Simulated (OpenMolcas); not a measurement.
**Ionisation energies of nitrogen**

```
Program             : OpenMolcas 26.06
Basis               : ANO-L-VTZP [4s3p2d1f]
Scalar Hamiltonian  : non-relativistic, point nucleus
Spin-orbit coupling : state interaction with AMFI integrals over the reference wave functions, term energies averaged over their components
```

Active shells in each charge state: the valence s, p shells, with orbitals averaged over the low states. Where CASPT2's correlated closed shells are named, they are those of the first ion.

A. CASSCF
B. SS-CASPT2, IPEA 0.25 Eh, imaginary shift 0.1 Eh (closed shells correlated: 1s)
C. SS-CASPT2, IPEA 0 Eh, imaginary shift 0.1 Eh (closed shells correlated: 1s)

Energies in eV between the lowest computed levels (charge -1 gives the electron affinity), named as in B; reference values from the NIST Atomic Spectra Database with their kind.

```json
{"From": "N- 2s2 2p4 3P2", "To": "N 2s2 2p3 4S* 3/2", "A": "-2.153", "B": "-0.548", "C": "-0.487", "Spin-orbit share in B": "+0.004", "Reference": ""}
{"From": "N 2s2 2p3 4S* 3/2", "To": "N+ 2s2 2p2 3P0", "A": "13.388", "B": "14.386", "C": "14.478", "Spin-orbit share in B": "-0.011", "Reference": "14.534 (measured)"}
{"From": "N+ 2s2 2p2 3P0", "To": "N2+ 2s2 2p 2P* 1/2", "A": "28.428", "B": "29.310", "C": "29.381", "Spin-orbit share in B": "-0.003", "Reference": "29.601 (semi-empirical)"}
{"From": "N2+ 2s2 2p 2P* 1/2", "To": "N3+ 2s2 1S0", "A": "46.205", "B": "47.018", "C": "47.080", "Spin-orbit share in B": "+0.014", "Reference": "47.445 (semi-empirical)"}
{"From": "N3+ 2s2 1S0", "To": "N4+ 2s 2S 1/2", "A": "77.276", "B": "77.305", "C": "77.305", "Spin-orbit share in B": "+0.000", "Reference": "77.474 (measured)"}
{"From": "N4+ 2s 2S 1/2", "To": "N5+ 1s2 1S0", "A": "97.700", "B": "97.712", "C": "97.712", "Spin-orbit share in B": "+0.000", "Reference": "97.890 (measured)"}
```

Error against the reference values, in %:

| From | Reference | A | B | C |
| --- | --- | --- | --- | --- |
| N | measured | -7.9 | -1.0 | -0.4 |
| N+ | semi-empirical | -4.0 | -1.0 | -0.7 |
| N2+ | semi-empirical | -2.6 | -0.9 | -0.8 |
| N3+ | measured | -0.3 | -0.2 | -0.2 |
| N4+ | measured | -0.2 | -0.2 | -0.2 |

Mean absolute error over the 3 measured values: A 0.51 eV, B 0.16 eV, C 0.13 eV. C lies closest.

No diffuse functions were added, so the electron affinity comes out too small, and without dynamic correlation a bound anion can come out unbound.

* marks odd parity.
